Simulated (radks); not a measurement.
The rhenium ion Re3+, configuration [Kr] 4d10 4f14 5s2 5p5.75 5d4 5f0.25 (fractional occupations, a model configuration). Calculated with a radial shooting solver on a logarithmic mesh with Libxc functionals: Dirac Kohn-Sham, PBE, spin-unpolarised, spherical densities, point nucleus; open shells are shared between the two j in proportion to 2j + 1.

Radial electron density D(r) = 4 pi r^2 rho(r):

r (bohr),D(r) (e/bohr)
0.002774,35.42
0.00379,51.24
0.005219,70.67
0.00713,89.70
0.009818,103.7
0.01341,106.4
0.01847,99.08
0.02524,94.72
0.03475,109.1
0.04748,133.1
0.06538,132.5
0.08932,109.6
0.123,115.6
0.168,124.3
0.2314,82.30
0.3162,67.97
0.4354,77.51
0.5948,48.34
0.8191,23.18
1.119,14.73
1.541,7.078
2.105,2.215
2.899,0.4690
3.961,0.1048
5.455,0.03896
7.452,0.008800
10.26,0.0004831

D(r) has 4 maxima, at r = 0.0123, 0.0557, 0.154, 0.408 bohr, and minima at 0.0241, 0.0999, 0.290 bohr, inside which lie 2.03, 11.10, 29.96 electrons.
